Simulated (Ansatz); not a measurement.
Basis sets compared for the cluster Ge3O4⁺. The state is a doublet with charge 1. Geometry r2SCAN-D4/def2-SVP. Ansatz on 4 threads of Arm Neoverse V1 on a shared host; times are rough, and most runs start from earlier orbitals.

```xyz
7

Ge   -1.253   -1.237   -0.036
Ge    1.654    3.127    0.641
Ge    1.104   -0.212   -0.484
O    -2.720   -1.868    0.245
O    -0.475   -0.245   -1.353
O     0.327   -1.118    0.867
O     1.363    1.553    0.119
```

Another isomer (doublet) lies 1.15 eV lower at PBE0-D4/def2-TZVP; other spin states weren't run for this one.

| level | functions | energy (Eh) | HOMO (eV) | LUMO (eV) | wall time |
| --- | --- | --- | --- | --- | --- |
| PBE-D4/def2-SVP | 152 | -6529.4451 | -10.69 | -10.21 | 4.1 s |
| PBE0-D4/def2-SVP | 152 | -6529.5574 | -12.05 | -9.37 | 7 s |

Question: Estimate the rows for PBE-D4/def2-TZVP (with forces), PBE0-D4/def2-TZVP.

Answer: 
```json
{"level": "PBE-D4/def2-TZVP (with forces)", "functions": "268", "energy (Eh)": "-6530.6100", "HOMO (eV)": "-10.73", "LUMO (eV)": "-10.23", "wall time": "10 s"}
{"level": "PBE0-D4/def2-TZVP", "functions": "268", "energy (Eh)": "-6530.7247", "HOMO (eV)": "-12.08", "LUMO (eV)": "-9.35", "wall time": "29 s"}
```
